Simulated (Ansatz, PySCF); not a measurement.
Sb(Br)2(OH) (Br₂HOSb), SMILES [OH][Sb]([Br])[Br]. Atoms are numbered in the order given.

```xyz
5

Sb     0.3265    -0.8030     0.0000
Br    -0.0218     0.8386    -1.8933
Br    -0.0218     0.8386     1.8933
O     -1.4594    -1.6219     0.0000
H     -2.1846    -0.9814     0.0000
```
Charge 0, spin multiplicity 1.

The structure is a stationary point at PBE0-D3(BJ)/def2-SVP. The structure was generated by enumeration; whether it is a known compound was not checked. The def2 effective core potentials stand for the cores of Sb; spin–orbit coupling is left out. One conformer was computed; it need not be the lowest.

Two levels are set side by side: PBE-D3(BJ)/def2-SVP (Ansatz, a first-principles code) and PBE0-D3(BJ)/def2-SVP (Ansatz). Each level has its own optimised geometry; the coordinates shown are those of the second. Frequencies come from the Hessian of PySCF at each geometry. Differences are taken from unrounded values.

| quantity | PBE0-D3(BJ) |
|---|---|
| mean bond length (Å) | 1.998 |
| bond Sb1–Br2 (Å) | 2.530 |
| bond Sb1–Br3 (Å) | 2.530 |
| bond Sb1–O4 (Å) | 1.965 |
| bond O4–H5 (Å) | 0.968 |
| highest harmonic wavenumber (cm⁻¹) | 3852 |
| mean harmonic wavenumber (cm⁻¹) | 718 |
| zero-point energy (kcal/mol) | 9.24 |

**Question.** What does PBE-D3(BJ) give, and how far is it from PBE0-D3(BJ)? (An estimate is asked for; the answer gives what the named calculation found.)

**Answer.** 
```
quantity                            PBE-D3(BJ)  PBE-D3(BJ) minus PBE0-D3(BJ)
----------------------------------  ----------  ----------------------------
mean bond length (Å)                     2.023                         0.025
bond Sb1–Br2 (Å)                         2.559                         0.029
bond Sb1–Br3 (Å)                         2.559                         0.029
bond Sb1–O4 (Å)                          1.995                         0.031
bond O4–H5 (Å)                           0.980                         0.012
highest harmonic wavenumber (cm⁻¹)        3674                          -178
mean harmonic wavenumber (cm⁻¹)            681                           -37
zero-point energy (kcal/mol)              8.76                         -0.48
```

Exact exchange shortens and stiffens bonds; PBE has none. Differences between two approximate levels are no errors against the true value.
